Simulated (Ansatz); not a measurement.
Gas-phase electronic energies from Ansatz, PBE0-D4/def2-TZVP geometries. CCSD(T)/CBS adds triple-zeta CCSD(T) − MP2 to the extrapolated MP2 energy (def2 sets, frozen cores). Functionals use def2-TZVPP. Each species was taken in one conformer, which may not be the lowest.

`BCBCC#C` + `BBC` → `C#CBBC` + `BCBC`  (formal exchange of groups at a C–C bond)

**Question.** Is it downhill or uphill in electronic energy at CCSD(T)/CBS, and by how much? (Estimate.)

**Answer.** Ansatz gave: Downhill: ΔE = -80.2 kJ/mol.

**Question.** What do these levels give: revPBE-D4, r2SCAN-D4, r2SCAN0-D4, BHLYP-D4, ωB97M-V, PBE, r2SCAN, r2SCAN0, CCSD(T)/def2-SVP, HF/def2-TZVPP, CCSD/def2-TZVPP, MP2/CBS(def2)? (Best estimate.)

**Answer.** The calculation gave: revPBE-D4 -43.0, r2SCAN-D4 -59.4, r2SCAN0-D4 -65.0, BHLYP-D4 -101.7, ωB97M-V -74.2, PBE -51.5, r2SCAN -60.7, r2SCAN0 -66.5, CCSD(T)/def2-SVP -82.0, HF/def2-TZVPP -156.2, CCSD/def2-TZVPP -93.0, MP2/CBS(def2) -71.5 kJ/mol.

Largest T1 diagnostic among the species: 0.016.

In def2-TZVPP, CCSD(T) changes the Hartree–Fock value by +77.2 kJ/mol (the triples alone add +13.9 kJ/mol) and MP2 by +85.9 kJ/mol. From BLYP to BHLYP (50 % exact exchange), in def2-TZVPP and without D4, ΔE moves by −14.0 kJ/mol.
